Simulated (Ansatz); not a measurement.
`C[SiH2][S][Ti]([Cl])([Cl])[Cl]` and `C=C[O][Ti]([Cl])([Cl])[Cl]` differ in one atom or group.

Ansatz, PBE0-D4/def2-TZVP geometries, multiplicity 1. Each molecule was computed in one conformer, which needn't be the lowest.

Scalar relativity is left out up to krypton.

| property | `C[SiH2][S][Ti]([Cl])([Cl])[Cl]` |
| --- | --- |
| HOMO energy (PBE/def2-TZVPP) / eV | -6.92 |
| size of the dipole moment (ωB97M-V/def2-TZVPP) / D | 2.13 |
| LUMO energy (PBE/def2-TZVPP) / eV | -4.28 |
| HOMO energy (B3LYP/def2-TZVPP) / eV | -7.84 |
| HOMO–LUMO gap (B3LYP/def2-TZVPP) / eV | 4.21 |
| size of the dipole moment (PBE/def2-TZVPP) / D | 2.14 |

(1) What does the change do to each property? (An estimate is asked.)

## Answers

(1) Ansatz gave: 
```csv
property,`C=C[O][Ti]([Cl])([Cl])[Cl]`,shift
HOMO energy (PBE/def2-TZVPP) / eV,-6.77,0.15
size of the dipole moment (ωB97M-V/def2-TZVPP) / D,2.69,0.56
LUMO energy (PBE/def2-TZVPP) / eV,-3.91,0.37
HOMO energy (B3LYP/def2-TZVPP) / eV,-7.65,0.19
HOMO–LUMO gap (B3LYP/def2-TZVPP) / eV,4.31,0.10
size of the dipole moment (PBE/def2-TZVPP) / D,2.90,0.76
```

With PBE0 the HOMO rises by 0.22 eV and the LUMO rises by 0.31 eV, so the gap widens by about 0.09 eV. PBE moves the HOMO by 0.15 eV and ωB97M-V by 0.14 eV. Dipoles are sizes alone; their direction can turn.

B3LYP here is the variant with VWN-RPA as its local correlation; programs differ in this.
